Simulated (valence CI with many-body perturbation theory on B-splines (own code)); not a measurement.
Values are calculated unless marked as measured or tabulated.
Run record, Pm XXXIX

Method: relativistic CI+MBPT: five valence electrons over a frozen Dirac-Fock core [Ar], radial functions for each j: 7 s, 7 p, 8 d, 6 f, 4 g, 1 h, with the one-electron correlation potential Σ1 (screened to all orders), the two-electron term Σ2, the three-electron term Σ3, Breit, model QED; selected single and double excitations, second order for the rest (own B-spline code, finite nucleus).

Command, and the settings that its task file holds:

```sh
python run_cv.py task.json out
```

```
atom Pm  Z=61  mass_number=145  rms_radius_fm=4.9620
core [Ar]
valence 3d5
avg = 1
basis = M
breit = 1
cap = 40000
capref = 1200
cscale = 1
de = 0.0
dress = 0
eps = 2e-08
h = 0.27
hh = 1
l2 = 3
lcore = 6
maxit = 60
n2 = 5
natural = 1
nlev = 45
nno = [4, 4, 5, 4, 3, 1]
nroot = 26
nsp = [3, 3, 3, 2, 1, 0]
pt2 = 1
qed = 1
rpa = 1
s1 = 1
s2 = 1
s3 = 1
screen = 1
tol = 2e-05
```

It took 3.5 min on 1 thread of AMD EPYC 7R43 64-Core Processor (Zen 3), on a shared host.

Log. The first blocks belong to the next ion, which gives the ionisation energy. Fields: 2J, parity (1 odd), roots, reference size, generating configurations, candidates as configurations/state functions, variational space P, stored matrix elements, Davidson steps; e2 is the range of second-order energies in hartree. The first line gives the box (bohr), its intervals, the orbitals and the steps of their self-consistent field. Window is the range of levels sought, series limit the energy at which the first omitted orbital would enter, core excitation an estimate of the first excitation out of the core, left out the lowest levels not solved, and shifts from estimates the range by which levels moved from their first estimate, all in cm⁻¹.

```
rmax 2.9 intervals 57 orbitals 59 references ['3d5', '3d4 4s', '3d4 4p'] scf 4 t 1.3
2J=0 par=0 roots 2 ref 17 generators 4 cand 2409/4463 P 1586/2956 nnz 1.7e+06 it 4
2J=0 par=0 roots 2 ref 17 generators 5 cand 1624/3329 P 1979/3757 nnz 2.7e+06 it 4
   second order: generators 7 cand 3653/9280 e2 -0.00002 -0.00000
2J=2 par=0 roots 2 ref 36 generators 3 cand 2542/12000 P 786/3998 nnz 4.3e+06 it 4
2J=2 par=0 roots 2 ref 36 generators 4 cand 3446/18990 P 1990/9915 nnz 2.2e+07 it 5
   second order: generators 7 cand 3866/26058 e2 -0.00003 -0.00001
reference levels 902, estimated 37, window 985056 1/cm; series limit 17238711, core excitation 1909666
2J=5 par=0 roots 10 ref 81 generators 5 cand 3268/42512 P 570/7992 nnz 1.3e+07 it 5
2J=5 par=0 roots 10 ref 81 generators 5 cand 2901/37100 P 1967/26710 nnz 1.4e+08 it 7
   second order: generators 7 cand 5680/167631 e2 -0.00068 -0.00042
2J=7 par=0 roots 7 ref 72 generators 3 cand 3260/45059 P 436/7992 nnz 1.6e+07 it 5
2J=7 par=0 roots 7 ref 72 generators 3 cand 2981/39616 P 1503/24203 nnz 1.2e+08 it 7
   second order: generators 5 cand 7715/270381 e2 -0.00111 -0.00086
2J=3 par=0 roots 7 ref 67 generators 3 cand 3230/32874 P 604/7988 nnz 1.5e+07 it 5
2J=3 par=0 roots 7 ref 67 generators 3 cand 2837/27439 P 2251/25075 nnz 1.2e+08 it 7
   second order: generators 7 cand 6991/177277 e2 -0.00020 -0.00016
2J=11 par=0 roots 3 ref 35 generators 3 cand 2933/33740 P 597/8000 nnz 1.5e+07 it 4
2J=11 par=0 roots 3 ref 35 generators 3 cand 2543/28254 P 1996/24463 nnz 1.2e+08 it 5
   second order: generators 3 cand 1144/11791 e2 -0.00024 -0.00018
2J=9 par=0 roots 5 ref 56 generators 3 cand 3156/41477 P 479/7993 nnz 1.6e+07 it 5
2J=9 par=0 roots 5 ref 56 generators 3 cand 2840/36030 P 1579/24042 nnz 1.2e+08 it 8
   second order: generators 3 cand 1740/19981 e2 -0.00092 -0.00059
2J=1 par=0 roots 4 ref 39 generators 3 cand 2963/17008 P 1162/7998 nnz 1.4e+07 it 5
2J=1 par=0 roots 4 ref 39 generators 3 cand 2140/11541 P 2803/17595 nnz 5.9e+07 it 5
   second order: generators 4 cand 3834/57655 e2 -0.00003 -0.00001
2J=13 par=0 roots 1 ref 18 generators 1 cand 2258/23689 P 683/7989 nnz 1.9e+07 it 4
2J=13 par=0 roots 1 ref 18 generators 1 cand 1803/18209 P 1768/19478 nnz 9.1e+07 it 5
   second order: generators 1 cand 718/6720 e2 -0.00004 -0.00004
left out: unestimated 8810939, estimated none, shifts from estimates -454 to 322
operators 2.3
```

The Davidson iterations converged.

No measured spectrum was set against this ion. As an estimate, large intervals hold to a few tenths of a per cent, small ones and those within an open d or f shell to about a per cent. Only levels of the ground parity were solved; by the run's estimate the other parity begins above the list, which can be wrong where configurations are misplaced.

| Property | Result |
| --- | --- |
| Valence energy | -550.4582 hartree |
| Ionisation energy | 2755.4 eV (NIST: 2755 ± 4 eV (theoretical)) |
| Reference configurations for the orbitals | 3d5, 3d4 4s, 3d4 4p |
| Radial orbitals | 59 |
| Box radius | 2.939 bohr |
| Largest variational space | 26710 |
| Lowest levels | (3d3/2^4 3d5/2) J=5/2 0, (3d3/2^3 3d5/2^2) J=5/2 [a] 155000, (3d3/2^3 3d5/2^2) J=7/2 [a] 231960, (3d3/2^3 3d5/2^2) J=3/2 [a] 239580, (3d3/2^3 3d5/2^2) J=11/2 242410, (3d3/2^3 3d5/2^2) J=9/2 269480, (3d3/2^3 3d5/2^2) J=5/2 [b] 283640, (3d3/2^3 3d5/2^2) J=1/2 294850, (3d3/2^3 3d5/2^2) J=7/2 [b] 321140, (3d3/2^2 3d5/2^3) J=5/2 [a] 384280, (3d3/2^3 3d5/2^2) J=3/2 [b] 395050, (3d3/2^2 3d5/2^3) J=7/2 [a] 426800, (3d3/2^2 3d5/2^3) J=11/2 433260, (3d3/2^2 3d5/2^3) J=9/2 [a] 447070 cm⁻¹ |

Levels are named by their leading jj configuration (3d3/2^4 stands for four electrons in 3d with j = 3/2), which in mixed levels can hold well under half, so a name can repeat and another be missing. Letters in brackets count levels of one name in rising energy.
